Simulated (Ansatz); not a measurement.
`CO[BH][ZnH]` and `COBCN` differ in one atom or group.

Ansatz, PBE0-D4/def2-TZVP geometries, multiplicity 1. Each molecule was computed in one conformer, which needn't be the lowest.

Scalar relativity is left out up to krypton.

```
                                      property  `CO[BH][ZnH]`
         HOMO–LUMO gap (B3LYP/def2-TZVPP) / eV           4.80
size of the dipole moment (PBE/def2-TZVPP) / D           2.41
         LUMO energy (ωB97M-V/def2-TZVPP) / eV           0.32
             HOMO energy (PBE/def2-TZVPP) / eV          -5.47
             LUMO energy (PBE/def2-TZVPP) / eV          -2.21
           HOMO energy (B3LYP/def2-TZVPP) / eV          -6.38
```

Q: Give the same properties after the change, and the shifts. (Best estimate.)

A: Computed: 
```tsv
property	`COBCN`	shift
HOMO–LUMO gap (B3LYP/def2-TZVPP) / eV	6.20	1.40
size of the dipole moment (PBE/def2-TZVPP) / D	1.55	-0.86
LUMO energy (ωB97M-V/def2-TZVPP) / eV	1.94	1.62
HOMO energy (PBE/def2-TZVPP) / eV	-5.10	0.37
LUMO energy (PBE/def2-TZVPP) / eV	-0.91	1.30
HOMO energy (B3LYP/def2-TZVPP) / eV	-6.37	0.01
```

With PBE0 the HOMO falls by 0.06 eV and the LUMO rises by 1.45 eV, so the gap widens by about 1.51 eV. PBE moves the HOMO by 0.37 eV and ωB97M-V by -0.34 eV. Dipoles are sizes alone; their direction can turn.

B3LYP here is the variant with VWN-RPA as its local correlation; programs differ in this.
